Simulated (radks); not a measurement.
The tellurium anion Te2-, [Xe], held by a Watson sphere: a shell of charge +2 at radius R that stands for the Madelung well of a crystal (potential energy -2/R inside, -2/r outside, in hartree with lengths in bohr). All-electron calculation, scalar-relativistic Kohn-Sham, r2SCAN, spin-polarised, spherical densities, finite nucleus; meta-GGA in the generalised Kohn-Sham scheme; Fermi nuclear charge, rms radius of each element as measured or else 0.836 A^(1/3) + 0.57 fm. Program: a radial shooting solver on a logarithmic mesh with Libxc functionals.

R (bohr)  e(4d) (eV)  e(5s) (eV)  e(5p) (eV)  <r> 5p (bohr)  sum of <r^2> (bohr^2)  X-ray form factor at sin(theta)/lambda = 0.2 1/angstrom
2.48         -41.931     -16.840      -7.616          2.611                  76.34                                                   41.676
2.69         -41.514     -16.330      -7.328          2.665                  78.59                                                   41.614
3.34         -40.645     -14.955      -6.356          2.824                  85.44                                                   41.510
3.87         -40.091     -14.045      -5.573          2.936                  90.64                                                   41.489
4.07         -39.894     -13.744      -5.294          2.975                  92.50                                                   41.490
4.86         -39.167     -12.733      -4.296          3.107                  99.37                                                   41.507
5.12         -38.947     -12.452      -4.006          3.145                  101.5                                                   41.514
5.46         -38.674     -12.117      -3.655          3.191                  104.2                                                   41.523
5.98         -38.290     -11.666      -3.175          3.255                  108.2                                                   41.534
